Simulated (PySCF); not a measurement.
Si(Me)(OMe)2(SMe), SMILES C[Si](SC)(OC)OC (C4H12O2SSi), GFN2-xTB optimised geometry.

```
20

C      2.24    -0.70     0.86
O      1.38    -1.39     0.00
Si    -0.25    -1.39     0.00
C     -0.95    -2.36     1.48
O     -0.73    -1.98    -1.43
C     -0.46    -3.25    -1.97
S     -0.95     0.64     0.00
C     -2.66     0.40    -0.57
H      1.92     0.34     0.98
H      2.26    -1.18     1.84
H      3.24    -0.73     0.42
H     -0.47    -3.33     1.57
H     -2.02    -2.54     1.38
H     -0.80    -1.83     2.42
H      0.61    -3.44    -1.98
H     -0.85    -3.26    -2.99
H     -0.96    -4.02    -1.38
H     -2.65    -0.18    -1.48
H     -3.07     1.39    -0.75
H     -3.24    -0.10     0.20
```

Density from PBE0/def2-SVP (PySCF) at that geometry.

Minimum of the electron density along straight lines between bonded atoms, close to the bond critical point (lines longer than 1.1 times the sum of covalent radii, or with two minima, are not listed):

```tsv
bond	length / Å	ρ at the minimum / e bohr⁻³	∇²ρ there / e bohr⁻⁵	position (fraction from the first atom)
C1–O2	1.402	0.253	-0.27	0.34
O2–Si3	1.624	0.130	1.09	0.59
Si3–C4	1.909	0.112	0.29	0.38
Si3–O5	1.619	0.132	1.12	0.41
O5–C6	1.402	0.253	-0.29	0.66
Si3–S7	2.145	0.096	0.16	0.35
S7–C8	1.821	0.175	-0.30	0.54
C1–H9	1.091	0.283	-1.08	0.64
C1–H10	1.092	0.282	-1.07	0.63
C1–H11	1.090	0.284	-1.09	0.64
C4–H12	1.087	0.270	-0.96	0.62
C4–H13	1.087	0.271	-0.96	0.62
C4–H14	1.087	0.271	-0.97	0.63
C6–H15	1.090	0.284	-1.09	0.64
C6–H16	1.090	0.284	-1.09	0.64
C6–H17	1.092	0.281	-1.06	0.63
C8–H18	1.084	0.282	-1.09	0.64
C8–H19	1.084	0.280	-1.06	0.64
C8–H20	1.085	0.280	-1.06	0.63
```
